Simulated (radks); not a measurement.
Values are calculated unless marked as measured or tabulated.
Species: the dysprosium ion Dy50+. Configuration: [Ne] 3s2 3p4. Level of theory: Dirac Kohn-Sham, LB94 model potential, spin-unpolarised, spherical densities, finite nucleus; open shells fill j = l - 1/2 first; Fermi nuclear charge, rms radius 5.2218 fm (a radial shooting solver on a logarithmic mesh with Libxc functionals).

Spin-orbit splittings of the eigenvalues, e(l+1/2) - e(l-1/2), with zeta = 2 splitting/(2l+1) and mean radii in bohr:

| shell | occ. | splitting (eV) | zeta (eV) | <r> j=l-1/2 | <r> j=l+1/2 |
|---|---|---|---|---|---|
| 2p | 6 | 823.5 | 549.0 | 0.07337 | 0.08018 |
| 3p | 4 | ? | ? | 0.2030 | 0.2135 |

Estimate the 3p splitting.

Answer. 210.7 eV (zeta = 140.4 eV).
